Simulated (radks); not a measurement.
Results of a calculation; reference values are marked as such.
Spherical quantum dot in the effective-mass picture: electrons in a parabolic well V = omega^2 r^2 / 2 with omega = 0.641, all in effective atomic units (hartree* = m*/eps^2 hartree, bohr* = eps/m* bohr), one dielectric constant everywhere. Level of theory: non-relativistic Kohn-Sham, LDA (Slater exchange, Perdew-Wang correlation), spin-polarised, spherical densities (a radial shooting solver with Libxc functionals). Levels are named by radial order and angular momentum (1s, 1p, 1d, 2s, ...), and open shells are averaged over m. Results are scaled to m* = 0.168 and eps = 8.6, for which hartree* = 61.81 meV and bohr* = 2.709 nm. Each electron was tried in the lowest free levels, single moves between levels near the top were tried too, and the lowest total energy was kept; such a search can miss a lower state. At N = 1 the Hartree and exchange-correlation terms need not cancel, so that row can carry a self-interaction error.

N	open shells	2S	E (meV)	mu = E(N) - E(N-1) (meV)	addition energy mu(N+1) - mu(N) (meV)	e(HOMO) (meV)	rms radius (nm)
1	1s(up 1, down 0)	1	60.8709	60.871	34.58	74.626	4.183
2	none	0	156.319	95.448	57.91	108.73	4.498
3	1p(up 1, down 0)	1	309.674	153.36	22.62	164.61	5.087
4	1p(up 2, down 0)	2	485.646	175.97	22.60	187.32	5.442
5	1p(up 3, down 0)	3	684.222	198.58	27.64	209.76	5.710
6	1p(up 3, down 1)	2	910.438	226.22	20.46	236.42	5.949
7	1p(up 3, down 2)	1	1157.12	246.68	20.42	256.92	6.155
8	none	0	1424.22	267.10	45.06	277.23	6.341
9	1d(up 1, down 0)	1	1736.38	312.16	18.05	321.21	6.583
10	1d(up 2, down 0)	2	2066.59	330.21	17.90	339.19	6.793
11	1d(up 3, down 0)	3	2414.71	348.12	17.71	357.01	6.981
12	1d(up 4, down 0)	4	2780.54	365.83	17.50	374.61	7.151
13	1d(up 5, down 0)	5	3163.87	383.33	21.55	392.01	7.308
14	1d(up 5, down 1)	4	3568.75	404.88	16.56	413.18	7.459
15	1d(up 5, down 2)	3	3990.19	421.45	16.46	429.70	7.600
16	1d(up 5, down 3)	2	4428.10	437.90	16.32	446.09	7.733
17	1d(up 5, down 4)	1	4882.32	454.22	16.17	462.34	7.860
18	none	0	5352.71	470.39	20.37	478.43	7.981
19	2s(up 1, down 0)	1	5843.48	490.76	18.11	498.92	8.100
20	none	0	6352.34	508.87	29.51	516.93	8.216
21	1f(up 1, down 0)	1	6890.72	538.38	14.74	545.77	8.344
22	1f(up 2, down 0)	2	7443.85	553.12	14.64	560.46	8.466
23	1f(up 3, down 0)	3	8011.61	567.76	14.53	575.04	8.582
24	1f(up 4, down 0)	4	8593.90	582.29	14.42	589.52	8.694
25	1f(up 5, down 0)	5	9190.61	596.72	14.31	603.89	8.801
26	1f(up 6, down 0)	6	9801.64	611.03	14.21	618.15	8.904
27	1f(up 7, down 0)	7	10426.9	625.24	17.38	632.30	9.004
28	1f(up 7, down 1)	6	11069.5	642.62	13.78	649.52	9.102
29	1f(up 7, down 2)	5	11725.9	656.40	-	663.26	9.197

All shells are closed at N = 2, 8, 18, 20 (there: 1s2 1p6 1d10 2s2); the second difference of the energy has clear peaks (12 % above both neighbours; the first and last values, which can be the largest, are not judged, and half-filled shells can peak too) at N = 2, 5, 8, 13, 18, 20, 27.
